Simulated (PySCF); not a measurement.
## H2Te: bending curve

Method: PySCF, PBE0, basis Te def2-TZVP with ECP28, H def2-TZVP (scalar-relativistic core potentials, no spin–orbit coupling, density fitting).

Rigid scan from the singlet minimum (Te–H 1.656 Å (×2); H–Te–H 90.3°). Coordinate: the H–Te–H angle, bonds fixed. Energies in kJ/mol from the minimum.

Task: Predict the curve at 80, 90, 100, 110, 120, 130, 140, 150, 160, 170, 180.

Result: 
| bond angle (°) | E (kJ/mol) | dipole size (D) |
| --- | --- | --- |
| 80 | 6.4 | 0.13 |
| 90 | 0.0 | 0.22 |
| 100 | 5.4 | 0.32 |
| 110 | 21.9 | 0.44 |
| 120 | 49.1 | 0.55 |
| 130 | 86.2 | 0.67 |
| 140 | 132.6 | 0.76 |
| 150 | 187.1 | 0.84 |
| 160 | 247.5 | 0.85 |
| 170 | 307.2 | 0.70 |
| 180 | 340.6 | 0.00 |

With the bonds held, the linear shape lies 340.6 kJ/mol from the minimum.
